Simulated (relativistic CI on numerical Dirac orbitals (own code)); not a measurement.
Calculated at this level of theory: Dirac-Coulomb-Breit CI, separate exchange-only KLI orbitals for each configuration, QED by a radiative potential, unscaled Slater integrals (own radial code, finite nucleus).

The strongest absorption lines from the ground level of an ion, among the configurations computed and to levels below about 540 eV (vacuum wavelength in Å, gf): 43.814 (0.15), 45.409 (0.7), 45.638 (1.2), 45.897 (1.4), 48.288 (0.091), 60.268 (0.36), 61.140 (0.1), 62.400 (0.5).

Which ion is it?
A. Cs39+
B. In33+
C. Pm45+
D. Te36+

A. Cs39+ has 16 electrons and the ground level 3s2.3p4 3P_2; the strongest line goes to 3s2.3p3.3d 3D°_3. The pattern of lines fixes the number of electrons, and along that sequence the line energies rise steadily with the charge (about as its square where n changes within one kind of shell, about linearly where n is kept but much faster in heavy ions where fine structure, which grows about as Z⁴, sets the gap, and irregularly where shells cross), which fixes Z. Configurations outside the model, such as inner-shell arrays, can give stronger lines. At this charge energies of transitions that change n are usually good to better than 1 %, and those within a shell (Δn = 0) to a few per cent.

LS names give the leading component of a level, which can be under half, so a name can repeat, a term be missing and a line seem to break the LS rules.
